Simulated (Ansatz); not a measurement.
The same path of C$_{2}$H$_{3}$AlO (7 atoms, charge 0, multiplicity 1) was run 3 times with different band settings. The coordinate that changes most is the dihedral H5–O1–C2–C3.

The calculation used RKS B3LYP-D4/def2-SVP in Ansatz.

Relaxed end points:

```xyz
7
Properties=species:S:1:pos:R:3
O -1.756 0.244 -0.479
C -0.434 0.158 -0.294
C 0.305 -0.401 0.731
Al 1.414 0.333 -0.570
H -2.211 -0.177 0.272
H -0.059 -0.908 1.637
H 2.742 0.751 -1.296
```

```xyz
7
Properties=species:S:1:pos:R:3
O -1.813 -0.017 -0.009
C -0.470 0.019 -0.044
C 0.401 -0.493 0.897
Al 1.333 0.294 -0.502
H -2.151 0.419 -0.803
H 0.153 -1.013 1.830
H 2.547 0.790 -1.369
```

Common settings: movable images 5; climbing image yes; optimiser quadratic models (default); start path IDPP; force threshold 0.03 eV/Å; end points relaxed.

| run | spring | iteration limit |
| --- | --- | --- |
| 1 | 5.0 eV/Å² | 46 |
| 2 | 50.0 eV/Å² | 44 |
| 3 | 5.0 eV/Å² | 6 |

Problem. What does each run give, and how far can it be trusted?

Solution. Run 1: converged after 6 iterations, highest image 0.361 eV above the first end. A vibrational analysis at the climbing image gives one clearly imaginary mode, 541i cm⁻¹: a first-order saddle point.
Run 2: converged after 6 iterations, highest image 0.361 eV above the first end. Another band between the same ends (5 images) ends at a top of the same energy, where a vibrational analysis finds 1 clearly imaginary mode.
Run 3: converged after 6 iterations, highest image 0.361 eV above the first end. Another band between the same ends (5 images) ends at a top of the same energy, where a vibrational analysis finds 1 clearly imaginary mode.
